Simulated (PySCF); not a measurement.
# How the method changes the constants of CaBr⁺

State: ¹Σ⁺ (singlet), closed shell. Set-up: Ca x2c-SVPall, Br x2c-SVPall; spin-free X2C with a Gaussian nucleus (PySCF 2.14). De refers to Ca⁺ + Br in their high-spin ground configurations, without counterpoise correction. A positive dipole points towards Br; it is taken about the centre of mass and depends on that origin.

```tsv
Level	Re (Å)	ωe (cm⁻¹)	De (eV)	μ (D)
RHF	2.535	338	2.57	-14.77
RHF-MP2	2.513	340	3.38	n/a
RHF-SCS-MP2	2.519	338	3.30	n/a
RHF-CCSD	2.520	337	3.22	n/a
RHF-CCSD(T)	2.520	336	3.28	n/a
PBE	2.468	348	4.14	-12.17
r²SCAN	2.473	353	4.18	-12.88
TPSSh	2.472	351	4.16	-12.76
PBE0	2.467	353	3.93	-12.88
r²SCAN0	2.473	355	3.96	-13.29
CAM-B3LYP	2.470	356	3.77	-13.01
B2PLYP	2.491	346	3.62	-13.55
```

The bond length runs from 2.467 Å (PBE0) to 2.535 Å (RHF). De spans 2.57 eV (RHF, mean field) to 4.18 eV (r²SCAN, meta-GGA). Correlation at CCSD(T) changes the Hartree–Fock bond energy by +0.71 eV; the triples alone change it by +0.06 eV.

Correlated steps freeze 14 core orbitals. Correlated levels converge slowly with the basis: in double zeta they bind strong bonds too weakly, by up to about 1 eV, and carry superposition errors of some tenths. For an ion De counts to the pair picked by the measured ionisation energies or electron affinities, which need not be the lowest pair at this level. Where the molecule has an RHF reference, its open-shell atoms are computed with UHF. B2PLYP dipoles, levels and charges come from its SCF part alone.
